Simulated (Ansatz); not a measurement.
Relaxation of CH$_{3}$OSi$_{2}$ (7 atoms, charge 1, multiplicity 1), to a largest force component of 0.02 eV/Å in at most 50 steps.

These are results of Ansatz, UHF/cc-pVDZ, not measurements.

```xyz
7
Properties=species:S:1:pos:R:3
O -1.888 -2.075 -0.191
Si -0.719 -1.056 -0.223
C 0.676 -0.049 -0.362
Si 1.184 1.553 0.270
H -2.281 -2.898 -0.489
H 0.522 2.522 1.137
H 2.506 2.003 -0.142
```

Question: Where does it end, and by what steps?

Answer: The forces met the threshold. After 11 steps the energy has fallen by 1.085 eV; H5 moved furthest, 0.97 Å.

```json
{"step": "0", "energy less start (eV)": "0.0000", "largest force component (eV/Å)": "3.341", "accepted": "yes"}
{"step": "1", "energy less start (eV)": "-0.3549", "largest force component (eV/Å)": "3.399", "accepted": "yes"}
{"step": "2", "energy less start (eV)": "-0.6934", "largest force component (eV/Å)": "2.096", "accepted": "yes"}
{"step": "3", "energy less start (eV)": "-0.9234", "largest force component (eV/Å)": "0.811", "accepted": "yes"}
{"step": "4", "energy less start (eV)": "-0.9953", "largest force component (eV/Å)": "0.978", "accepted": "yes"}
{"step": "5", "energy less start (eV)": "-1.0101", "largest force component (eV/Å)": "1.194", "accepted": "yes"}
{"step": "6", "energy less start (eV)": "-1.0596", "largest force component (eV/Å)": "0.413", "accepted": "yes"}
{"step": "7", "energy less start (eV)": "-1.0737", "largest force component (eV/Å)": "0.317", "accepted": "yes"}
{"step": "8", "energy less start (eV)": "-1.0838", "largest force component (eV/Å)": "0.054", "accepted": "yes"}
{"step": "9", "energy less start (eV)": "-1.0850", "largest force component (eV/Å)": "0.062", "accepted": "yes"}
{"step": "10", "energy less start (eV)": "-1.0846", "largest force component (eV/Å)": "0.089", "accepted": "no"}
{"step": "11", "energy less start (eV)": "-1.0855", "largest force component (eV/Å)": "0.011", "accepted": "yes"}
```

```xyz
7
Properties=species:S:1:pos:R:3
O -1.857 -2.145 -0.267
Si -1.330 -0.722 0.257
C 0.178 0.061 -0.046
Si 1.174 1.453 0.223
H -1.390 -2.749 -0.835
H 0.717 2.576 1.050
H 2.508 1.526 -0.381
```

Whether the end is a true minimum wasn't checked by a vibrational analysis.

The run took 8.1 s on 2 threads of AMD EPYC 9R45 96-Core Processor (Zen 5) (shared host), peak memory 0.23 GiB.
